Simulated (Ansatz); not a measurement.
Coupled-cluster diagnostics for the cluster NaI₂, Ansatz.

Geometry of the doublet (B3LYP-D4/def2-TZVP):

```xyz
3

Na   -1.520    0.339    0.159
I     0.667   -1.208    1.249
I     0.853    0.869   -1.409
```

In the def2 sets I takes a core potential; there is no spin–orbit coupling. Correlated methods freeze 9 core orbitals; core or outer-core shells of Na, I are correlated, in sets that lack core-valence functions. In CCSD on the charge 0 quartet the largest single amplitude is 0.22, so its Hartree–Fock determinant may place the open shell otherwise than the density functionals do. In the quartet, I2 and I3 lie 3.07 Å apart (atoms count from 1), so these atoms are partly bonded to each other. The structure comes from a short search, and lower isomers may exist.

Geometry of the charge 0 quartet (B3LYP-D4/def2-TZVP):

| atom | x (Å) | y (Å) | z (Å) |
| --- | --- | --- | --- |
| Na1 | 2.1090 | -0.2349 | 1.4027 |
| I2 | -0.2285 | -0.0919 | -1.9780 |
| I3 | -1.8805 | 0.3268 | 0.5752 |

(1) Estimate the CCSD(T) correlation energy, the shares of MP2 and (T), T1 and the reference's ⟨S²⟩ for: charge 0, doublet, own geometry in def2-TZVPP; charge 0, quartet, own geometry in def2-TZVPP; charge 1, singlet, vertical in def2-TZVPP; and the rough time on 4 threads of Arm Neoverse V1 on a shared host.

Answers

(1) 
```json
{"state": "charge 0, doublet, own geometry", "basis": "def2-TZVPP", "correlation (eV)": "-30.664", "MP2 share (%)": "102.4", "(T) share (%)": "2.0", "T1": "0.007", "⟨S²⟩ (pure)": "0.77 (0.75)", "wall time": "38 s", "remarks": "–"}
{"state": "charge 0, quartet, own geometry", "basis": "def2-TZVPP", "correlation (eV)": "-30.049", "MP2 share (%)": "101.7", "(T) share (%)": "2.0", "T1": "0.027", "⟨S²⟩ (pure)": "3.77 (3.75)", "wall time": "44 s", "remarks": "–"}
{"state": "charge 1, singlet, vertical", "basis": "def2-TZVPP", "correlation (eV)": "-30.982", "MP2 share (%)": "101.5", "(T) share (%)": "2.6", "T1": "0.010", "⟨S²⟩ (pure)": "0.00 (0.00)", "wall time": "25 s", "remarks": "restricted SCF unstable"}
```
Customary marks for T1 are 0.02 (closed shells), 0.045 (open shells) and about 0.05 (3d metals). T1 exceeds 0.02 in 1 of 3 rows and 0.045 in 0; the higher it lies, the less the single-reference result can be trusted.
